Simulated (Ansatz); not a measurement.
Consider the cleavage of the Si–Si bond: `O[Si](O)(F)[SiH2]F` + `BCS` → `BCS[SiH2]F` + `O[SiH](O)F`.

Gas-phase electronic energies from Ansatz, PBE0-D4/def2-TZVP geometries. CBS: MP2 limit from def2 TZ/QZ plus the TZ coupled-cluster correction, frozen cores. This one scheme is used for every species. DFT in def2-TZVPP. Each species was taken in one conformer, which may not be the lowest.

CCSD(T)/CBS gives -92.7 kJ/mol.

(1) Another level gave -90.7 kJ/mol. Which?
A. PBE0-D4/def2-TZVPP
B. revPBE-D4/def2-TZVPP
C. SCS-MP2/def2-TZVPP
D. BHLYP/def2-TZVPP

Largest T1 diagnostic among the species: 0.012.

Answers

(1) D. BHLYP -90.7, revPBE-D4 -79.5, PBE0-D4 -83.8, SCS-MP2/def2-TZVPP -98.2 kJ/mol.

Leaving LDA and LC-ωPBE aside and taking each functional with its dispersion term where it has one, the values, not all of them listed here, spread over 14.6 kJ/mol, from PBE-QIDH to PBE-D4. From PBE to PBE0 (25 % exact exchange), in def2-TZVPP and without D4, ΔE moves by −5.1 kJ/mol.
